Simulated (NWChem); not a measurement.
System: SiNH$_{3}$, singlet; SMILES N[SiH]

Input file for NWChem:

```
start job
memory heap 200 mb stack 900 mb global 1100 mb
geometry units angstroms noautosym nocenter noautoz
  Si     0.116148    -0.687165     0.000000
  H     -1.409970    -0.886398     0.000000
  N      0.016964     1.028371     0.000000
  H     -0.830296     1.587874     0.000000
  H      0.849250     1.609980     0.000000
end
basis spherical
  * library def2-svpd
end
dft
  xc b3lyp
  iterations 150
end
property
  response 1 0.0
end
task dft property
```

Low-valent species are run as closed-shell singlets; no triplet was tried in these runs. Geometry: optimised at PBE0/def2-SVP.

Static field.

**Question.** What results follow from this input? (B3LYP/def2-SVPD.) Quantities: isotropic polarisability (bohr³); anisotropy (bohr³).

**Answer.** 
* **isotropic polarisability (bohr³)**: 42.4
* **anisotropy (bohr³)**: 11.4
